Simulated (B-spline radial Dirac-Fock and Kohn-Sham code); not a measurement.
**Two-hole binding energies of Ag²⁺**

System: the Ag²⁺ ion, configuration 1s2 2s2 2p6 3s2 3p6 3d10 4s2 4p6 4d9.

Input of the calculation (task.json; shells as n, l, electrons):

```json
{"items": [{
  "Z": 47,
  "q": 2,
  "cfg": [[1, 0, 2], [2, 0, 2], [2, 1, 6], [3, 0, 2], [3, 1, 6], [3, 2, 10], [4, 0, 2], [4, 1, 6], [4, 2, 9]],
  "A": 107,
  "rrms": 4.5454,
  "do": ["binding", "quiet", "double"]
}]}
```

Run with: `python xray_run.py task.json out`

Model: multi-electron Dirac-Fock with separately optimised hole states, Breit and Lamb-shift corrections added in first order. Program: a B-spline atomic structure program. U is the two-hole binding energy less the two single-hole energies, the effective repulsion of the holes after relaxation. Each two-hole energy is an average over J within one jj subconfiguration.

| holes | E(a) (eV) | E(b) (eV) | E(ab) (eV) | U (eV) |
| --- | --- | --- | --- | --- |
| 1s⁻² | 25546.5 | 25546.5 | 51833.4 | 740.5 |
| 1s⁻¹ 2p3/2⁻¹ | 25546.5 | 3385.3 | 29122.8 | 191.0 |
| 1s⁻¹ 3p3/2⁻¹ | 25546.5 | 607.5 | 26210.9 | 57.0 |
| 2s⁻² | 3845.9 | 3845.9 | 7810.8 | 119.1 |
| 2s⁻¹ 2p3/2⁻¹ | 3845.9 | 3385.3 | ? | ? |
| 2p3/2⁻² | 3385.3 | 3385.3 | 6903.9 | 133.3 |
| 2s⁻¹ 3p3/2⁻¹ | 3845.9 | 607.5 | 4502.4 | 49.0 |
| 2p1/2⁻¹ 3s⁻¹ | 3558.2 | 753.5 | 4361.0 | 49.3 |
| 2s⁻¹ 3d3/2⁻¹ | 3845.9 | 406.0 | 4304.6 | 52.7 |
| 2p1/2⁻¹ 3p3/2⁻¹ | 3558.2 | 607.5 | 4216.5 | 50.8 |
| 2p1/2⁻¹ 3d3/2⁻¹ | 3558.2 | 406.0 | 4015.4 | 51.2 |
| 2p3/2⁻¹ 3d3/2⁻¹ | 3385.3 | 406.0 | 3844.9 | 53.6 |
| 3p1/2⁻² | 638.8 | 638.8 | 1319.5 | 41.9 |
| 3d3/2⁻² | 406.0 | 406.0 | 853.9 | 41.9 |

Task: Give the missing two-hole energy and U.

Result: E(ab) = 7339.3 eV and U = 108.1 eV.
